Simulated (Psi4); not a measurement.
Complex: CH4 (SMILES C) (first 5 atoms) with CH2O (SMILES C=O); geometry from B3LYP-D3(BJ)/def2-TZVP, rigid monomers moved along the line of their centres of mass till C1···C6 is 6.11 Å.
(charge 0, multiplicity 1):
```csv
atom,x (Å),y (Å),z (Å)
C,0.1363,0.1478,-0.1939
H,-0.8637,0.5548,-0.0458
H,0.8224,0.5857,0.5295
H,0.1151,-0.9338,-0.0669
H,0.4731,0.3853,-1.2019
C,-0.9808,-0.4632,5.7840
O,-0.0092,-0.3678,6.4799
H,-1.2999,-1.4296,5.3482
H,-1.6148,0.4101,5.5368
```

These are Psi4 with SAPT0/jun-cc-pV(D+d)Z values and carry that method's errors.

Problem. Which attractive term is largest, and how does the interaction split up?

Solution. electrostatics -0.1, exchange 0.0, induction 0.0, dispersion -0.1, total -0.2 kJ/mol; the largest attraction is dispersion.
